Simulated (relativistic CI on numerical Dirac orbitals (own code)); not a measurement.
**Zn I: what numerical and physical settings do to a radial Dirac CI calculation**

Reference input:

```
atom Zn  Z=30  charge=0  electrons=30
nucleus A=64  rms_radius_fm=3.9283
hamiltonian dirac-coulomb  breit=on  qed=on  c_scale=1
orbitals kli  potential=per-configuration
slater_scale 1
correlation none
mixing on
grid step=0.0125 r_max=149
scf mixing=0.4 start=green max_iterations=150 tolerance=2e-08 node_fill=0.05
configurations
  [Ar] 3d10 4s2
  [Ar] 3d10 4s 4p
  [Ar] 3d10 4p2
end
```

Computed lowest total energy -1793.34425 Ha, first excitation 27056.2 cm⁻¹, 34 SCF steps. Runs with settings changed; * marks those that are bad on purpose (the QED terms keep the true α when c is scaled):

```
                                            Changed    Outcome  Lowest level    ΔE (Ha)  First excitation (cm⁻¹)  SCF steps  Message
grid step 0.03, SCF tolerance 0.0001, QED terms off  converged      4s2 1S_0     -0.511                  27089.4         24         
                    QED terms off, Slater scale 0.6  converged      4s2 1S_0     -0.498                  26346.6         34         
                                 speed of light × 2  converged      4s2 1S_0         12                  26494.1         34         
                       end of the grid at 74.5 bohr  converged      4s2 1S_0  -4.55e-13                  27056.2         34         
                                   SCF mixing 1.8 *  converged      4s2 1S_0  -4.54e-10                  27056.2         60         
                             speed of light × 0.4 *  converged      4s2 1S_0      -98.7                  32758.5         39
```

With so few configurations and no correlation, terms lie too far apart (by 10 to 50 % near neutrality), their order can be wrong, and levels of other configurations are missing.
